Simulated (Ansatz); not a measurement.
`[SH][Ti]([Cl])([Cl])[Cl]` + HBr → `[Cl][Ti]([Cl])([Cl])[Br]` + H₂S at 500 K and 1 bar (ligand exchange at a Ti–S bond).

Computed with Ansatz on PBE0-D4/def2-TZVP structures; ΔE is electronic, products minus reactants. CCSD(T)/CBS adds triple-zeta CCSD(T) − MP2 to the extrapolated MP2 energy (def2 sets, frozen cores). This one scheme is used for every species. For Br, Ti outer-core shells are correlated without core-valence functions, which leaves a few kJ/mol of doubt a bond. Scalar relativity is left out up to krypton. Each species was taken in one conformer, which may not be the lowest.

```
                   species  CCSD(T)/CBS energy (Eh)  H − E (kJ/mol)  S (J/(mol·K))
`[SH][Ti]([Cl])([Cl])[Cl]`              -2626.86635            81.8          449.4
                       HBr              -2573.91920            30.5          213.7
`[Cl][Ti]([Cl])([Cl])[Br]`              -4801.83441            56.6          427.9
                       H₂S               -398.97279            57.0          224.0
```

H − E and S are ideal-gas, rigid-rotor, harmonic terms from PBE0-D4/def2-TZVP, for one conformer and one mirror image of each species. 1 Eh = 2625.50 kJ/mol, R = 8.31446 J/(mol·K).

Question: By hand: ΔE, ΔH, ΔS and ΔG.

Answer: ΔE = (-4801.83441) + (-398.97279) − (-2626.86635) − (-2573.91920) = -0.02165 Eh = -56.8 kJ/mol. Δ(H − E) = 56.6 + 57.0 − 81.8 − 30.5 = 1.3, so ΔH = -55.5 kJ/mol. ΔS = 427.9 + 224.0 − 449.4 − 213.7 = -11.2 J/(mol·K). ΔG = -55.5 − 500 × (-11.2)/1000 = -49.9 kJ/mol.

Question: By hand: the equilibrium constant, and the temperature at which ΔG would vanish if ΔH and ΔS stayed fixed.

Answer: log₁₀ K = −ΔG/(RT ln 10) = 5.2. ΔG = 0 at ΔH/ΔS = 4955 K, far beyond where these terms or the molecules hold.

The number of gas molecules stays the same, so ΔS is small and ΔH decides. A doubt of 5 kJ/mol in ΔE shifts log₁₀ K by 0.5 here. Other conformers and mirror images would add mixing entropy, several J/(mol·K) or more a flexible species. These are equilibria of isolated gas molecules and say nothing of rates. Largest T1 diagnostic: 0.026 (customary marks: 0.02 for closed shells, 0.045 for open ones).
